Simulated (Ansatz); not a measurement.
`O[SiH2]B(O)F` + H₂Te → `O[SiH2][TeH]` + `OBF`  (cleavage of the Si–B bond)

Calculated with Ansatz (gas phase, PBE0-D4/def2-TZVP geometries, no zero-point term in ΔE). CBS: MP2 limit from def2 TZ/QZ plus the TZ coupled-cluster correction, frozen cores. This one scheme is used for every species. Functionals use def2-TZVPP. HSE06 is defined as in plane-wave codes. def2 core potentials past Kr. For Te outer-core shells are correlated without core-valence functions, which leaves a few kJ/mol of doubt a bond. Each species was taken in one conformer, which may not be the lowest.

`O[SiH2]B(O)F`:

```xyz
9

O    -1.431    1.256   -1.008
Si    0.081    0.980   -0.399
B     0.217   -0.891    0.390
O     1.407   -1.440    0.702
F    -0.900   -1.597    0.626
H    -2.170    0.878   -0.529
H     1.028    1.167   -1.526
H     0.431    1.971    0.661
H     1.338   -2.324    1.083
```

H₂Te:

```xyz
3

Te    0.039   -0.777    0.002
H     0.067    0.389   -1.173
H    -0.105    0.388    1.171
```

`O[SiH2][TeH]`:

Z-matrix (Å, degrees):
```
Si
Te 1 2.499
O 1 1.643 2 113.5
H 1 1.478 2 108.1 3 116.6
H 1 1.485 2 106.3 3 -123.7
H 2 1.657 1 91.0 3 97.5
H 3 0.959 1 117.4 2 -44.3
```

`OBF`:

Cartesian coordinates in Å:
```
O -0.301 0.155 0.945
B 0.123 -0.310 -0.243
F 0.282 0.520 -1.272
H -0.461 1.105 0.949
H 0.358 -1.470 -0.381
```

| level | ΔE (kcal/mol) |
| --- | --- |
| PBE-D4 | -21.4 |
| r2SCANh-D4 | -22.8 |
| ωB97X-V | -21.0 |
| ωB97M-V | -22.2 |
| r2SCAN | -22.5 |
| HSE06 | -22.1 |
| CCSD(T)/def2-TZVPP | -21.4 |
| CCSD/CBS(def2) | -23.1 |

Task: What does CCSD(T)/CBS give? (Best estimate.)

Result: Ansatz gave: -23.3 kcal/mol. The listed levels differ from it by 1.9, 0.5, 2.3, 1.1, 0.8, 1.2, 1.9, 0.2 kcal/mol.

Largest T1 diagnostic among the species: 0.013.

From BLYP to BHLYP (50 % exact exchange), in def2-TZVPP and without D4, ΔE moves by −1.5 kcal/mol. Leaving LDA and LC-ωPBE aside and taking each functional with its dispersion term where it has one, the values, not all of them listed here, spread over 3.3 kcal/mol, from PBE-QIDH to B97M-V. At CCSD(T), def2-SVP lies +3.0 kcal/mol from the extrapolated value and def2-TZVPP +1.8 kcal/mol.
